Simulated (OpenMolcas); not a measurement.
**Tb3+ in linear coordination: ligands and hosts compared**

```
Program             : OpenMolcas 26.06
Method              : CASSCF
Active space        : 8 electrons in 7 orbitals (4f)
Spin-orbit coupling : RASSI with atomic mean-field integrals over the reference wave functions
```

Distances were set from a Shannon-type radius of the metal (high-spin where two are listed) plus a fixed donor radius (Cl 1.76, O 1.38, Br 1.91 Å). Anionic complexes are neutralised by point charges, and hosts are embedded clusters. Ligand basis ANO-RCC-VDZP. States (labels by Λ). Energies in cm-1 above the lowest state or level, χT in cm3 K/mol.

| Ligand or host | R (Å) | Metal basis | Outer charge (e at Å behind ligand) | Ground state | First state of that spin | First gap with spin-orbit (degeneracies) | Width of lowest J | χT at 300 K |
| --- | --- | --- | --- | --- | --- | --- | --- | --- |
| Cl | 2.42 | ANO-RCC-VDZP |  | 7Φ | 7Δ 970.5 | 376.5 (2, 2) | 2065 | 11.385 |
| O | 2.04 | ANO-RCC-VDZP | 0.5 at 2.4 | 7Φ | 7Δ 1791 | 561.5 (2, 2) |  | 11.168 |
| Br | 2.57 | ANO-RCC-VTZP |  | 7Φ | 7Δ 986.0 | 379.2 (2, 2) | 2003 | 11.385 |

The rows also differ in their metal basis and outer charges, so part of each step comes from that.

High states are left out of the spin-orbit mixing, which shifts the levels that they would mix with. Without dynamic correlation the ligand-field splitting of an f shell can come out too small, at times by half. The oxide ions are held by bare point charges, a crude embedding (holds for O). No measured value stands beside these numbers; the geometry is a model, was not optimised and need not be the one that this ion takes.
